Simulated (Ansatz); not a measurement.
Start from `CB(S)C[SiH3]` and change one atom or group to get `CB(S)O[SiH3]`.

Ansatz, PBE0-D4/def2-TZVP geometries, multiplicity 1. Each molecule was computed in one conformer, which needn't be the lowest.

| property | `CB(S)C[SiH3]` |
| --- | --- |
| HOMO energy (PBE/def2-TZVPP) / eV | -6.60 |
| HOMO–LUMO gap (PBE/def2-TZVPP) / eV | 5.10 |
| HOMO energy (PBE0/def2-TZVPP) / eV | -7.76 |
| LUMO energy (B3LYP/def2-TZVPP) / eV | -0.74 |
| HOMO energy (ωB97M-V/def2-TZVPP) / eV | -9.94 |
| size of the dipole moment (PBE/def2-TZVPP) / D | 1.20 |

Problem. What does the change do to each property? (An estimate is asked.)

Solution. Computed: 
```json
{"property": "HOMO energy (PBE/def2-TZVPP) / eV", "`CB(S)O[SiH3]`": "-6.50", "shift": "0.10"}
{"property": "HOMO–LUMO gap (PBE/def2-TZVPP) / eV", "`CB(S)O[SiH3]`": "5.61", "shift": "0.51"}
{"property": "HOMO energy (PBE0/def2-TZVPP) / eV", "`CB(S)O[SiH3]`": "-7.71", "shift": "0.05"}
{"property": "LUMO energy (B3LYP/def2-TZVPP) / eV", "`CB(S)O[SiH3]`": "-0.21", "shift": "0.53"}
{"property": "HOMO energy (ωB97M-V/def2-TZVPP) / eV", "`CB(S)O[SiH3]`": "-9.92", "shift": "0.02"}
{"property": "size of the dipole moment (PBE/def2-TZVPP) / D", "`CB(S)O[SiH3]`": "1.15", "shift": "-0.05"}
```

With PBE0 the HOMO rises by 0.05 eV and the LUMO rises by 0.58 eV, so the gap widens by about 0.53 eV. PBE moves the HOMO by 0.10 eV and ωB97M-V by 0.02 eV. Dipoles are sizes alone; their direction can turn.

B3LYP here is the variant with VWN-RPA as its local correlation; programs differ in this.
